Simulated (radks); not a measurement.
Values are calculated unless marked as measured or tabulated.
Removal energies from the chlorine ion Cl3+, [Ne] 3s2 3p2, by Delta-SCF beside the eigenvalue of the level emptied. Level of theory: non-relativistic Kohn-Sham, PBE, spin-polarised, spherical densities, point nucleus (a radial shooting solver on a logarithmic mesh with Libxc functionals). Open shells are filled with parallel spins first.

removed from,final configuration,Delta-SCF (eV),-eigenvalue (eV)
3p,[Ne] 3s2 3p1,53.299,46.347
3s,[Ne] 3s1 3p2,63.434,56.726
2p,[He] 2s2 2p5 3s2 3p2,257.68,236.15
2s,[He] 2s1 2p6 3s2 3p2,314.94,295.46
